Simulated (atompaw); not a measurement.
**PBE PAW (atompaw) dataset for Ce (Z = 58), scalar-relativistic all-electron reference.**

atompaw 4.2.0.5 input, output lines left out:

```
Ce 58
GGA-PBE scalarrelativistic loggrid 2001 logderivrange -5 5 251
6 6 5 4 0 0
6 0 1.5
6 1 0
5 2 1.5
4 3 1
0 0 0
c
c
c
c
v
v
c
c
c
v
v
c
c
v
v
3
3.00 2.70 2.20 2.95
n
n
y
1.65
n
y
2.05
n
custom rrkj vanderbiltortho sinc
4 0 vpsmatchnc
2.00
2.75
2.75
3.00
3.00
3.00
1.40
1.40
```

All-electron outer shells of the reference configuration (PBE, scalar-relativistic, ld1.x):

| shell | level (eV) | outermost node (bohr) | outermost maximum (bohr) |
| --- | --- | --- | --- |
| 4p | -210.20 | 0.33 | 0.62 |
| 4d | -109.62 | 0.31 | 0.66 |
| 5s | -39.75 | 0.75 | 1.37 |
| 5p | -22.45 | 0.81 | 1.55 |
| 4f | -4.54 | – | 0.71 |
| 6s | -3.46 | 1.82 | 3.82 |
| 5d | -2.56 | 0.92 | 2.18 |
| 6p | -1.19 | 2.17 | 5.03 |

Q: Is a potential produced?

A: No. atompaw 4.2.0.5 stopped with "atompaw: The overlap operator has at least one negative eigenvalue!": the overlap operator built from these waves and projectors is not positive definite.
